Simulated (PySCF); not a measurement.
Run record: excited-state job, `CC[Si@@H](C)[AsH]C`.

Computed with TDDFT PBE0/def2-SVPD, vertical, gas phase, core orbitals frozen in the response (PySCF 2.14.0, density-fitted response routines). Geometry: GFN2-xTB. The command runs a driver script over a list of jobs; the input below is this job's line of settings and its coordinates in Å.

Command:
```bash
OMP_NUM_THREADS=1 python probes_run.py task.json out
```

Input:
```
{"job": {"kind": "uv", "xc": "PBE0", "basis": "def2-SVPD", "nstates": 8, "ntriplets": 3}, "charge": 0, "multiplicity": 1}
C      2.493668    -0.639537     0.870471
C      1.943187     0.076199    -0.354006
Si     0.097215     0.523739    -0.135609
C     -0.595527     1.101593    -1.816652
As    -1.050054    -1.386373     0.592912
C     -2.844828    -0.570313     0.677352
H      3.543375    -0.898453     0.742202
H      2.403866    -0.009276     1.753291
H      1.934284    -1.560835     1.051667
H      2.530825     0.974474    -0.542438
H      2.065113    -0.567954    -1.227207
H      0.016726     1.688465     0.781480
H     -0.003672     1.901149    -2.249363
H     -0.617560     0.282067    -2.530886
H     -1.611628     1.468410    -1.704764
H     -0.720097    -1.103927     2.035507
H     -3.250693    -0.494357    -0.330729
H     -2.825317     0.423669     1.120161
H     -3.518687    -1.199489     1.259150
```

Output:
```
coarse grid: 66600 points
cycle   1  E = -2684.5194798061  dE = -6.232e-01  |g| = 4.786e-01  |ddm| = 5.666e+00
cycle   2  E = -2684.5049932743  dE =  1.449e-02  |g| = 5.266e-01  |ddm| = 1.224e+00
cycle   3  E = -2684.5769923070  dE = -7.200e-02  |g| = 3.766e-02  |ddm| = 6.252e-01
cycle   4  E = -2684.5773864813  dE = -3.942e-04  |g| = 1.471e-02  |ddm| = 9.113e-02
cycle   5  E = -2684.5774513135  dE = -6.483e-05  |g| = 5.777e-03  |ddm| = 3.105e-02
cycle   6  E = -2684.5774587161  dE = -7.403e-06  |g| = 9.227e-04  |ddm| = 7.923e-03
final grid: 139672 points
cycle   7  E = -2684.5774795015  dE = -1.242e-07  |g| = 1.126e-03  |ddm| = 1.196e-02
cycle   8  E = -2684.5774792272  dE =  2.743e-07  |g| = 1.499e-03  |ddm| = 3.594e-03
cycle   9  E = -2684.5774798620  dE = -6.348e-07  |g| = 9.179e-05  |ddm| = 1.932e-03
cycle  10  E = -2684.5774798649  dE = -2.889e-09  |g| = 1.666e-05  |ddm| = 2.093e-04
cycle  11  E = -2684.5774798650  dE = -7.185e-11  |g| = 6.819e-06  |ddm| = 3.633e-05
converged SCF energy = -2684.5774798650

Static polarisability (au): isotropic 110.376, principal 92.173 112.975 125.980

Singlet excitations
state   eV       nm        f      main configurations
  1   5.6781    218.4   0.01789   H->L 0.96
  2   6.2421    198.6   0.04032   H->L+1 0.79, H->L+2 0.15
  3   6.5368    189.7   0.25884   H->L+2 0.78, H->L+1 0.13
  4   6.8797    180.2   0.00301   H->L+3 0.67, H-1->L 0.20
  5   7.0791    175.1   0.04480   H-1->L 0.72, H->L+3 0.24
  6   7.1880    172.5   0.01110   H-1->L+1 0.94
  7   7.2882    170.1   0.03968   H->L+4 0.82
  8   7.4147    167.2   0.07035   H-2->L 0.50, H->L+5 0.41

Triplet excitations (Tamm-Dancoff, eV): 5.0704 5.2021 6.0831
```

The SCF starts on a coarse grid where the log names one; the energy can jump when the final grid takes over, and dE then counts from the start density on the new grid. H and L stand for HOMO and LUMO; the number after each pair is its weight.

Give the mean polarisability as a volume in Å³, and the ratio of the largest to the smallest principal value.

110.376 au × 0.148185 = 16.36 Å³; 125.980/92.173 = 1.37.

Main results: HOMO -6.82 eV, LUMO 0.09 eV; lowest singlet 5.68 eV; lowest triplet 5.07 eV (Tamm–Dancoff); mean polarisability 110.4 au.

 Relativistic effects, spin–orbit coupling among them, are left out although an element past zinc is present.

The run took 1.9 min wall on one thread, Arm Neoverse N1 (aarch64), shared host, and the process peaked at 1.0 GiB of memory.

One conformer stands for the species.
Labels such as C1 count atoms from 1, the log's own numbers from 0.
